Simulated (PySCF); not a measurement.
niobium atom (Nb), sextet (core potentials on Nb).

Here is a job for PySCF.
```python
from pyscf import gto, scf, dft

mol = gto.Mole()
mol.atom = '''
    Nb    0.00000000    0.00000000    0.00000000
'''
mol.basis = 'def2-sv(p)'
mol.ecp = {'Nb': 'def2-sv(p)'}
mol.spin = 5
mol.verbose = 3
mol.build()

mf = dft.UKS(mol)
mf.xc = 'tpss'
mf.kernel()
mf.analyze()
```

Question: What does this run give for the HOMO energy, number of basis functions, dipole moment, total energy?

Answer: 
| Item | Result |
|---|---|
| HOMO energy | -3.25 eV |
| number of basis functions | 24 |
| dipole moment | 0.00 D |
| total energy | -56.797767 Ha |

These values belong to the state on which the SCF converged, which isn't shown to be the lowest.
